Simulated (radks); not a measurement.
Neutral niobium, 41 electrons, occupied as [Kr] 4d4 5s1. Method: scalar-relativistic Kohn-Sham, PBE, spin-unpolarised, spherical densities, point nucleus; computed with a radial shooting solver on a logarithmic mesh with Libxc functionals.

Unscreened Slater integrals over Kohn-Sham orbitals (cm^-1).

| integral | value |
|---|---|
| F0(4d,4d) | 91796 |
| F2(4d,4d) | 43407 |
| F4(4d,4d) | 27566 |
| F0(4d,5s) | 63064 |
| G2(4d,5s) | 16349 |
| F0(4d,4p) | 112490 |
| F2(4d,4p) | 50381 |
| G1(4d,4p) | 60341 |
| G3(4d,4p) | 36274 |
| F0(4d,4s) | 115990 |
| G2(4d,4s) | 41170 |
| F0(5s,5s) | 53207 |
| F0(5s,4p) | 68048 |
| G1(5s,4p) | 4041.6 |
| F0(5s,4s) | 68690 |
| G0(5s,4s) | 2491.3 |
| F0(4p,4p) | 151800 |
| F2(4p,4p) | 79595 |
| F0(4p,4s) | 160200 |
| G1(4p,4s) | 108160 |
| F0(4s,4s) | 170320 |

Derived for the open shells (J is the average intra-shell exchange parameter used in DFT+U). 4d: Racah B = F2/49 - 5 F4/441 = 573.3 cm^-1, C = 35 F4/441 = 2188 cm^-1, C/B = 3.82, F4/F2 = 0.635, J = (F2 + F4)/14 = 5069 cm^-1.
